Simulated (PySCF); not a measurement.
# How methods differ on the ionisation energy of Pb²⁺

Pb²⁺ [Xe] 4f14 5d10 6s2 (1S) → Pb³⁺ [Xe] 4f14 5d10 6s1 (2S), as a difference of total energies. Calculation: PySCF 2.14, in aug-cc-pVQZ-PP with one added diffuse shell each of s, p, d, f, g type with ECP60MDF (8s8p6d4f3g, 117 functions); scalar relativity through the core potential. Correlated levels: valence: 5s2 5p6 5d10 frozen. The calculations carry no spin-orbit coupling.

| method | ionisation energy (eV) |
| --- | --- |
| UHF | 29.766 |
| MP2 (valence) | 30.359 |
| SCS-MP2 (valence) | 30.477 |
| CCSD (valence) | 30.532 |

Errors of the correlated levels include the incompleteness of this basis and the frozen core.

With two correlated electrons CCSD is exact in that space.

Q: Which method comes closest to the reference value, and which is furthest?

A: The reference is 31.937 eV (measured; NIST Atomic Spectra Database, ionization energies). Closest: CCSD (valence) (error -1.405 eV); furthest: UHF (error -2.171 eV).
